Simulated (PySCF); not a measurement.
One molecule, many inputs

Molecule: SMILES C=C1CCC(O)CC1, C7H12O; geometry GFN2-xTB.

Geometry:
```json
{"atom": "C1", "x (Å)": "2.557", "y (Å)": "-0.107", "z (Å)": "0.214"}
{"atom": "C2", "x (Å)": "1.328", "y (Å)": "-0.037", "z (Å)": "-0.267"}
{"atom": "C3", "x (Å)": "0.508", "y (Å)": "-1.247", "z (Å)": "-0.609"}
{"atom": "C4", "x (Å)": "-0.800", "y (Å)": "-1.233", "z (Å)": "0.186"}
{"atom": "C5", "x (Å)": "-1.574", "y (Å)": "0.063", "z (Å)": "-0.069"}
{"atom": "O6", "x (Å)": "-2.811", "y (Å)": "0.078", "z (Å)": "0.610"}
{"atom": "C7", "x (Å)": "-0.705", "y (Å)": "1.267", "z (Å)": "0.309"}
{"atom": "C8", "x (Å)": "0.603", "y (Å)": "1.259", "z (Å)": "-0.486"}
{"atom": "H9", "x (Å)": "3.053", "y (Å)": "-1.051", "z (Å)": "0.370"}
{"atom": "H10", "x (Å)": "3.123", "y (Å)": "0.775", "z (Å)": "0.460"}
{"atom": "H11", "x (Å)": "1.065", "y (Å)": "-2.160", "z (Å)": "-0.396"}
{"atom": "H12", "x (Å)": "0.272", "y (Å)": "-1.232", "z (Å)": "-1.677"}
{"atom": "H13", "x (Å)": "-1.421", "y (Å)": "-2.087", "z (Å)": "-0.091"}
{"atom": "H14", "x (Å)": "-0.576", "y (Å)": "-1.310", "z (Å)": "1.255"}
{"atom": "H15", "x (Å)": "-1.844", "y (Å)": "0.126", "z (Å)": "-1.129"}
{"atom": "H16", "x (Å)": "-2.640", "y (Å)": "0.025", "z (Å)": "1.557"}
{"atom": "H17", "x (Å)": "-1.259", "y (Å)": "2.188", "z (Å)": "0.118"}
{"atom": "H18", "x (Å)": "-0.481", "y (Å)": "1.223", "z (Å)": "1.379"}
{"atom": "H19", "x (Å)": "1.227", "y (Å)": "2.102", "z (Å)": "-0.187"}
{"atom": "H20", "x (Å)": "0.371", "y (Å)": "1.367", "z (Å)": "-1.549"}
```

All runs: PySCF 2.14, non-relativistic, gas phase unless a solvent (IEF-PCM) is named; grid level 2, GIAOs and SCF threshold 1e-9 unless changed. The yardstick, PBE0/pcSseg-1, gives these isotropic shieldings σ (ppm, equivalent atoms averaged): C1 72.5, O6 262.8, H15 28.15, H13/H17 29.48, H12/H20 29.55, H14/H18 30.76, H16 31.86.

Problem. What do these inputs give? (1) CAM-B3LYP/pcSseg-0; guess sap; (2) solvent dimethylsulfoxide; OPBE/6-31G-J; guess atom; (3) CAM-B3LYP/MINI; damp 0.3

Solution. 
```
run    outcome  functions  wall time     C1     O6    H15  H13/H17  H12/H20  H14/H18    H16
  1  converged         96       14 s   70.3  274.1  29.42    31.03    31.18    32.41  34.44
  2  converged        144       17 s   83.2  263.9  28.91    30.70    30.48    31.51  32.70
  3  converged         52      7.6 s  115.6  334.1  27.93    28.54    28.97    30.27  31.84
```

Times are on 1 thread of an Arm Neoverse V2, shared host.

Problem. Comment on the technical settings and failures.

Solution. 
- Run 1: The functional and orbital basis differ from the yardstick's, which in itself moves the values. The starting guess changes the path of the SCF (14 cycles), not the solution, provided the same state is reached. With 96 functions the basis is far too small for magnetic properties.
- Run 2: The functional and orbital basis and medium differ from the yardstick's, which in itself moves the values. The starting guess changes the path of the SCF (11 cycles), not the solution, provided the same state is reached.
- Run 3: The functional and orbital basis differ from the yardstick's, which in itself moves the values. The damping changes the path of the SCF (11 cycles), not the solution, provided the same state is reached. With 52 functions the basis is far too small for magnetic properties.

Runs 1, 3 were set up unsoundly or failed; their numbers aren't to be quoted as properties of the molecule.
